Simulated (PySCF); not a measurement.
**Question.** Give a PBE0-D3(BJ)/def2-SVP geometry of `C/C=N\[NH][PbH3]`.

**Answer.** 
Z-matrix in Å and degrees, rows numbered from 1:
```
C 
C   1  1.4970
N   2  1.2829  1  125.10
N   3  1.3374  2  120.25  1     0.94
Pb  4  2.1556  3  115.64  2  -163.83
H   1  1.0978  2  111.31  3   178.64
H   1  1.1057  2  111.54  3   -60.90
H   1  1.1068  2  111.86  3    58.50
H   2  1.0954  1  119.53  3   179.15
H   4  1.0232  3  117.10  2   -13.14
H   5  1.7453  4  103.37  3    -8.25
H   5  1.7661  4  107.56  3   113.14
H   5  1.7602  4  105.49  3  -128.70
```

Of the pairs four or more bonds apart, C1···H10 is among the closest relative to their van der Waals radii: 2.42 Å, 84 % of the sum of Bondi's values. Pb5 (lead bonded to N and 3 H) is distorted tetrahedral (angles from 103.4° to 114.4°). N4 (nitrogen bonded to N, Pb and H) has angles 120.2°, 117.1° and 115.6°, sum 352.9°, 0.21 Å off the plane of its three neighbours.

Computed with PBE0-D3(BJ)/def2-SVP geometry optimisation, gas phase, def2 core potentials past Kr (PySCF 2.14.0).

Point group: C1 (no symmetry element, even within 0.4 Å). Stationary, but not proved a minimum. One conformer, not necessarily the lowest (C2–N3–N4–Pb5 -164°).

On one thread of an Intel Xeon 6975P-C, no GPU, shared host with 128 logical CPUs at a one-minute load of 42, this took 55 s wall and 0.53 GiB of memory at its peak. This is the geometry optimisation.
